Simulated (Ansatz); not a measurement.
C₂H₇ClSn, SMILES `C[CH](Cl)[SnH3]`, relaxed with RKS PBE-D4/def2-SVP in Ansatz from a rough embedded geometry. The force threshold is 0.03 eV/Å; the program also tests the step.

Total charge 0; spin multiplicity 1. Sn takes the def2 core potential.

Start:

```xyz
11

C    -1.199    0.682   -0.454
C    -0.581   -0.489    0.194
Cl   -1.128   -0.554    1.858
Sn    1.520   -0.335    0.243
H    -2.281    0.649   -0.497
H    -0.843    0.769   -1.567
H    -0.905    1.658    0.027
H    -0.912   -1.395   -0.299
H     2.080   -0.310   -1.492
H     2.029    1.091    1.011
H     2.220   -1.766    0.975
```

```
        step  energy (eV)  largest force (eV/Å)  largest move (Å)
           1  -20527.2549                 2.323             0.000
           2  -20527.4858                 1.313             0.156
           3  -20527.5576                 0.424             0.082
           4  -20527.5639                 0.180             0.111
5 (rejected)  -20527.5568                 0.391             0.085
           6  -20527.5739                 0.045             0.041
           7  -20527.5752                 0.008             0.038
```

End:

```xyz
11

C    -1.247    0.734   -0.506
C    -0.587   -0.456    0.170
Cl   -1.116   -0.578    1.911
Sn    1.611   -0.377    0.191
H    -2.354    0.670   -0.440
H    -0.970    0.761   -1.582
H    -0.935    1.693   -0.047
H    -0.902   -1.409   -0.301
H     2.220   -0.306   -1.432
H     2.063    1.051    1.049
H     2.218   -1.782    0.987
```

Run time 8.5 s (4 threads of an Arm Neoverse V2 on a shared host); peak host memory 0.16 GiB.
